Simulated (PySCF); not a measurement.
## Tc⁺: ionisation energy

Tc⁺ [Kr] 4d5 5s1 (7S) → Tc²⁺ [Kr] 4d5 (6S), as a difference of total energies. Computed with PySCF 2.14 in x2c-QZVPPall, with scalar relativity by spin-free X2C-1e. The calculations carry no spin-orbit coupling.

```tsv
method	ionisation energy (eV)	difference from reference (eV)
UHF	14.247	-1.013
M06-L	14.626	-0.634
wB97X	14.617	-0.643
wB97M-V	15.040	-0.220
```

Reference: 15.26 eV (semi-empirical (NIST evaluation); NIST Atomic Spectra Database, ionization energies).
